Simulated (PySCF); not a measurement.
C4H6, charge -1, doublet, at a GFN2-xTB geometry (a state made from the parent by changing its charge; the spin is typed, not shown lowest) (in this run its highest filled SCF level lies above zero, so its values depend strongly on the basis, on diffuse functions most of all). Base run: B3LYP/6-31G* (PySCF).

Input for PySCF:
```python
from pyscf import gto, scf, dft

mol = gto.M(
    atom='''
C     1.749645    0.228966   -0.673961
C     0.668229   -0.167992    0.102037
C    -0.668229    0.167992   -0.102037
C    -1.749645   -0.228966    0.673961
H     1.623455    0.863055   -1.540842
H     2.761161   -0.078936   -0.444070
H     0.887057   -0.808056    0.958700
H    -0.887057    0.808056   -0.958700
H    -2.761161    0.078936    0.444070
H    -1.623455   -0.863055    1.540842
''',
    basis='6-31g*',
    charge=-1,
    spin=1,
    verbose=4,
)

mf = dft.UKS(mol)
mf.xc = 'b3lyp'
mf.kernel()
mo_i, mo_e, stable_i, stable_e = mf.stability(internal=True, external=False, return_status=True, nroots=6, tol=1e-6)
print('internally stable:', stable_i, ' externally stable:', stable_e)
if not stable_i:
    umf = mf.copy()
    umf.scf_summary = {}
    umf.kernel(umf.make_rdm1(mo_i, mf.mo_occ))
mf.analyze()
```

The bond that is stretched is that between atoms 10 and 4. A test that says stable can miss a lower solution.

The base run was repeated with changes; each row names its change, and settings that it needs were set with it.

| change | ΔE vs base (eV) | <S^2> | stability test says |
|---|---|---|---|
| base | 0.00 | 0.761 | internally stable (external not tested) |
| bond × 1.25 | 0.71 | 0.762 | internally stable (external not tested) |
| bond × 1.5 | 1.93 | 0.764 | internally stable (external not tested) |
| bond × 1.8 | 3.24 | 0.785 | internal instability |
| bond × 2.2 | 2.89 | 0.761 | internally stable (external not tested) |
| bond × 3.0 | 3.11 | 0.759 | internally stable (external not tested) |

On stretching, the SCF can end on different states; <S^2> shows the spin contamination of each.
